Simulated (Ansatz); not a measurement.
CH₅AlBCl (`[AlH2][BH]CCl`), relaxed with RKS PBE-D4/def2-SVP in Ansatz 0.2.0 from a rough embedded geometry. The force threshold is 0.03 eV/Å; the program also tests the step.

Total charge 0; spin multiplicity 1.

Start:

```xyz
9

Al    1.495   -0.031    0.906
B    -0.470    0.236    0.527
C    -1.053   -0.126   -0.893
Cl   -0.479    0.889   -2.143
H     2.537   -0.516   -0.234
H     2.131    0.336    2.393
H    -1.198    0.548    1.400
H    -2.172   -0.134   -0.850
H    -0.791   -1.202   -1.105
```

Task: By how much does the energy fall, and how many steps does the optimiser take? (An estimate is asked.)

Result: Computed: 70.25 kJ/mol, in 26 steps, 4 of them rejected.

Task: Which bonds change most? (Estimate.)

Result: The calculation gave: C3–Cl4 from 1.710 to 1.863 Å; Al1–B2 from 2.019 to 2.135 Å; Al1–H6 from 1.658 to 1.611 Å.

Task: Give the relaxed structure. (Best estimate.)

Result: Ansatz gave: 
```xyz
9

Al    1.555   -0.070    0.865
B    -0.547    0.147    0.557
C    -1.144   -0.364   -0.813
Cl   -0.498    1.313   -1.305
H     2.406   -0.993   -0.153
H     2.400    0.706    1.996
H    -1.329    0.719    1.296
H    -2.233   -0.357   -1.003
H    -0.609   -1.101   -1.440
```
